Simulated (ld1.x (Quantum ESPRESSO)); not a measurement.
What one change does to a pseudopotential (oxygen (O), ultrasoft)

| Quantity | Value |
| --- | --- |
| Element | O |
| Generator | ld1.x (Quantum ESPRESSO) 7.5 |
| Type | ultrasoft |
| Functional | PBE |
| Relativity | scalar-relativistic |
| Frozen core | [He] |
| Valence charge | 6 |
| Reference configuration | 2s2 2p4 |
| Partial waves | 2s (bound): rcut 0.70, rcutus 0.75 bohr; 2s channel at 2.1 Ry: rcut 0.70, rcutus 0.75 bohr; 2p (bound): rcut 0.95, rcutus 1.15 bohr; 2p channel at -0.35 Ry: rcut 0.95, rcutus 1.15 bohr; 3d channel at -0.2 Ry: rcut 0.95, rcutus 1.15 bohr; 3d channel at 1.3 Ry: rcut 0.95, rcutus 1.15 bohr |
| Local potential | all-electron potential smoothed inside 1.05 bohr (lloc = -1) |
| Core correction | none |
| Augmentation charge | built from norm-conserving waves at rcut, not smoothed further |

Change: all radii scaled by about 1.30 (s 0.98, p 1.50, d 1.50 bohr, rcut 0.92/1.24/1.24); local potential all-electron potential smoothed inside 1.38 bohr (lloc = -1).

Cutoffs: the cutoffs (Ry, on a coarse ladder) from which the occupation-weighted sum of valence levels, in a spherical-Bessel basis at the reference potential, stays within 10 and 1 mRy of its value at 400 Ry; they do not see the model core or the augmentation charge, which bear on the density cutoff. Errors are all-electron minus pseudo energies relative to the spin-unpolarised reference configuration.

Predict the effect on cutoff, ghosts and configuration errors.

The potential gets softer (55 Ry and 100 Ry → 35 Ry and 55 Ry); of the 7 tests that both files solve, the error grows in 7 and shrinks in 0 by more than 15 % and 0.3 meV (median size 27.7 → 47.7 meV); neither file shows a bound ghost. A larger radius leaves more room for a smooth pseudo-wave, so fewer plane waves are needed. More of the atom is replaced by a form fitted at one configuration, so other configurations suffer.

| quantity | base | changed |
| --- | --- | --- |
| cutoff, loose | 55 Ry | 35 Ry |
| cutoff, tight | 100 Ry | 55 Ry |
| loose cutoff by channel (10 mRy a level) | s 45 Ry, p 45 Ry | s 18 Ry, p 30 Ry |
| bound ghosts | none | none |
| error for 2s2 2p3, meV [ΔE 16.43 eV] | +2.2 | +7.0 |
| error for 2s2 2p2, meV [ΔE 50.02 eV] | +28 | +71 |
| error for 2s2 2p1, meV [ΔE 103.89 eV] | +151 | +358 |
| error for 2s1 2p4, meV [ΔE 31.66 eV] | +1.6 | -10 |
| error for 2s0 2p6, meV [ΔE 29.94 eV] | +35 | +48 |
| error for 2s2 2p0, meV [ΔE 180.79 eV] | +628 | +1296 |
| error for 2s2 2p3.5, meV [ΔE 6.29 eV] | +0.1 | +0.9 |
| lowest overlap eigenvalue by channel | s 0.25, p 0.97, d 0.91 | s 0.37, p 0.91, d 0.96 |
